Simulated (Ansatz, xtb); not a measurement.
**Relative energy of two isomers of C5H7NSi**

We compare I, `CC1=C(C#N)[SiH2]C1`, a singlet, with II, `N#CC1=CC[SiH2]C1`, a singlet. Both are isolated molecules in the gas phase, relaxed with B3LYP-D3(BJ)/def2-SVP; the shapes shown needn't be the lowest conformers.

I (Å):

```xyz
14

C    -1.9699   -0.7156    1.7111
C    -1.0402    0.2135    1.0069
C    -1.3285    1.1558    0.0598
C    -2.5975    1.4768   -0.4839
C     0.4662    0.2668    1.2407
N    -3.6278    1.7583   -0.9450
Si    0.4776    1.6577   -0.0759
H    -1.9090   -0.5598    2.8020
H    -1.6722   -1.7624    1.5277
H    -3.0115   -0.5783    1.3878
H     0.8383    3.0283    0.3834
H     1.1672    1.3702   -1.3649
H     0.9821   -0.6761    0.9921
H     0.7399    0.5399    2.2740
```

II (Å):

```tsv
atom	x (Å)	y (Å)	z (Å)
C	-1.4850	-1.9265	0.5074
C	-1.1855	-0.5304	0.6370
C	-2.1429	0.4162	0.5112
C	-1.7630	1.8667	0.6586
C	0.2482	-0.1063	0.9229
N	-1.6923	-3.0655	0.4096
Si	0.1159	1.7975	1.0055
H	-3.1800	0.1329	0.3052
H	-2.3368	2.3434	1.4729
H	-2.0140	2.4343	-0.2549
H	0.4822	2.3473	2.3409
H	0.9275	2.4823	-0.0397
H	0.9269	-0.4591	0.1285
H	0.6103	-0.5568	1.8621
```

Question: Estimate E(II) − E(I) at the level CCSD(T)/def2-SVP + ΔMP2/def2-TZVPP.

Answer: Calculated at CCSD(T)/def2-SVP + ΔMP2/def2-TZVPP: E(II) − E(I) = −11.6 kcal/mol, so structure II lies lower.

The same difference at several levels:

```json
{"level": "GFN2-xTB", "geometry": "GFN2-xTB", "E(II) − E(I) (kcal/mol)": "−12.3", "departure from the last row (kcal/mol)": "−0.7", "job, with rough time for the two": "optimisation, 0.13 s"}
{"level": "HF/STO-3G", "geometry": "GFN2-xTB", "E(II) − E(I) (kcal/mol)": "−24.7", "departure from the last row (kcal/mol)": "−13.0", "job, with rough time for the two": "single point, 0.32 s"}
{"level": "r2SCAN-D4/def2-SVP", "geometry": "GFN2-xTB", "E(II) − E(I) (kcal/mol)": "−13.3", "departure from the last row (kcal/mol)": "−1.7", "job, with rough time for the two": "single point, 3.3 s"}
{"level": "B3LYP-D3(BJ)/def2-SVP", "geometry": "B3LYP-D3(BJ)/def2-SVP", "E(II) − E(I) (kcal/mol)": "−11.7", "departure from the last row (kcal/mol)": "0.0", "job, with rough time for the two": "optimisation, 68 s"}
{"level": "HF/def2-SVP", "geometry": "B3LYP-D3(BJ)/def2-SVP", "E(II) − E(I) (kcal/mol)": "−11.6", "departure from the last row (kcal/mol)": "0.0", "job, with rough time for the two": "part of the CCSD(T) run"}
{"level": "MP2/def2-SVP", "geometry": "B3LYP-D3(BJ)/def2-SVP", "E(II) − E(I) (kcal/mol)": "−11.8", "departure from the last row (kcal/mol)": "−0.1", "job, with rough time for the two": "part of the CCSD(T) run"}
{"level": "CCSD(T)/def2-SVP", "geometry": "B3LYP-D3(BJ)/def2-SVP", "E(II) − E(I) (kcal/mol)": "−12.3", "departure from the last row (kcal/mol)": "−0.7", "job, with rough time for the two": "single point"}
{"level": "CCSD(T)/def2-SVP + ΔMP2/def2-TZVPP", "geometry": "B3LYP-D3(BJ)/def2-SVP", "E(II) − E(I) (kcal/mol)": "−11.6", "departure from the last row (kcal/mol)": "", "job, with rough time for the two": "single point, 58 s"}
```

As drawn, both hold the same kinds of bond in the same numbers. Structure I has 1 methyl group, II 0. Structure I has a 4-membered ring, II a 5-membered ring.

None of the levels shown reverses the order. The largest departure from CCSD(T)/def2-SVP + ΔMP2/def2-TZVPP is that of HF/STO-3G, 13.0 kcal/mol. The last row adds to CCSD(T) the change of the MP2 difference between the two basis sets, here +0.7 kcal/mol.

With thermal terms from frequencies at re-optimised GFN2-xTB minima (ideal gas, soft modes damped towards free rotors, one conformer each, 298.15 K, 1 atm): the zero-point term adds +0.5 kcal/mol; ΔH is −11.5 and ΔG −10.6 kcal/mol.

The correlated steps freeze 11 core orbitals. Run with Ansatz 0.2.0, xtb 6.7.1; the last row on 4 threads of Arm Neoverse V2 on a shared host.
